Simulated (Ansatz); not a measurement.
Geometry optimisation, RKS B3LYP-D4/cc-pVDZ (Ansatz).

Input file:

```yaml
crystal:
  periodic: [false, false, false]
  atoms:
    - { symbol: B, position_ang: [0.0, 0.0, 0.0] }
    - { symbol: H, position_ang: [0.0, 0.0, 1.54] }
    - { symbol: F, position_ang: [1.1431, 0.0, -0.66] }
    - { symbol: Cl, position_ang: [-1.6108, 0.0, -0.93] }
    - { symbol: Cl, position_ang: [-0.2766, -2.0311, 0.6811] }
    - { symbol: H, position_ang: [-0.1183, -0.8687, 1.6586] }
basis:
  gaussian: { orbitals: cc-pVDZ }
hamiltonian:
  xc: b3lyp
  dispersion: d4
relax:
  f_tol: 0.15
  max_steps: 25
  restrain:
    - { distance: [0, 4], at: 1.86, k: 30.0 }
    - { distance: [5, 1], at: 0.66, k: 30.0 }
    - { distance: [0, 1], at: 2.39, k: 30.0 }
    - { distance: [5, 4], at: 2.57, k: 30.0 }
```

Launched with:

```bash
$ ansatz run input.yaml --threads 1 --pin off --max-ram 2048MiB --backend cpu --events-out ev --progress --plain --runs-dir out
```

Where does it end, and by what steps?

The forces met the threshold. The restraints hold the end off the free minimum. After 6 steps the energy has fallen by 2.927 eV (the restraints' own energy left out); B1 moved furthest, 0.71 Å. Parted: Cl5–H6 (1.53 → 2.58 Å).

```csv
step,energy less start (eV),largest force component (eV/Å),accepted
0,0.0000,3.776,yes
1,-0.5078,4.657,yes
2,-1.5226,4.483,yes
3,-2.4928,2.771,yes
4,-2.7660,3.712,yes
5,-2.9170,1.684,yes
6,-2.9270,1.830,yes
```

```xyz
6
Properties=species:S:1:pos:R:3
B -0.099 -0.604 -0.368
H -0.088 0.264 1.865
F 1.077 -0.025 -0.525
Cl -1.568 0.257 -0.769
Cl -0.126 -2.342 0.169
H -0.059 -0.451 1.919
```

The run took 22 s on 1 thread of Arm Neoverse V2, with other jobs on the host, peak memory 0.14 GiB.
